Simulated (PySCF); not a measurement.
# Two-photon absorption: `InChI=1S/C6H4F3N/c7-6(8,9)5-1-3-10-4-2-5/h1-4H`

Molfile (atoms numbered from 1):
```
C6H4F3N
     RDKit          3D

 14 14  0  0  0  0  0  0  0  0999 V2000
    2.5080    0.3826    1.0396 F   0  0  0  0  0  0  0  0  0  0  0  0
    1.9790   -0.0288   -0.1164 C   0  0  0  0  0  0  0  0  0  0  0  0
    2.4559   -1.2491   -0.3651 F   0  0  0  0  0  0  0  0  0  0  0  0
    2.4280    0.7901   -1.0702 F   0  0  0  0  0  0  0  0  0  0  0  0
    0.4744   -0.0186   -0.0511 C   0  0  0  0  0  0  0  0  0  0  0  0
   -0.2204    1.1818   -0.1842 C   0  0  0  0  0  0  0  0  0  0  0  0
   -1.6089    1.1507   -0.0707 C   0  0  0  0  0  0  0  0  0  0  0  0
   -2.3030    0.0384    0.1552 N   0  0  0  0  0  0  0  0  0  0  0  0
   -1.6305   -1.1017    0.2754 C   0  0  0  0  0  0  0  0  0  0  0  0
   -0.2413   -1.1891    0.1809 C   0  0  0  0  0  0  0  0  0  0  0  0
    0.3050    2.1188   -0.3775 H   0  0  0  0  0  0  0  0  0  0  0  0
   -2.1865    2.0766   -0.1699 H   0  0  0  0  0  0  0  0  0  0  0  0
   -2.2242   -2.0048    0.4566 H   0  0  0  0  0  0  0  0  0  0  0  0
    0.2688   -2.1483    0.2809 H   0  0  0  0  0  0  0  0  0  0  0  0
  1  2  1  0
  2  3  1  0
  2  4  1  0
  2  5  1  0
  5  6  2  0
  6  7  1  0
  7  8  2  0
  8  9  1  0
  9 10  2  0
 10  5  1  0
  6 11  1  0
  7 12  1  0
  9 13  1  0
 10 14  1  0
M  END
```

Computed with TDDFT CAM-B3LYP/aug-cc-pVDZ excited states, vertical, gas phase in PySCF 2.14.0. Geometry: PBE0-D3(BJ)/def2-SVP.

Q: Give the one- and two-photon strengths of the lowest singlets.

A: δ for parallel linear polarisation; σ at the peak of a Lorentzian of half width 0.1 eV, single beam; Ω is circular over linear.
```tsv
state	E (eV)	f	photon λ (nm)	δ (au)	σ (GM)	Ω	main
S1	4.86	0.004	510	1.06	0.01	1.50	HOMO→LUMO 0.97
S2	5.38	0.000	461	<0.1	0.00	–	HOMO→LUMO+1 0.99
S3	5.46	0.062	454	2.97	0.03	1.50	HOMO−1→LUMO 0.80, HOMO−2→LUMO+1 0.19
S4	6.37	0.007	389	1.06	0.02	1.43	HOMO−1→LUMO+1 0.60, HOMO−2→LUMO 0.38
S5	7.16	0.017	347	52.7	0.99	1.41	HOMO→LUMO+2 0.78, HOMO→LUMO+4 0.13
S6	7.20	0.000	344	117	2.23	1.50	HOMO−1→LUMO+2 0.90
```

Among these, the strongest one-photon state is S3, the strongest two-photon state S6, with a dipole change of 0.9 D (relaxed, norm of the difference vector).
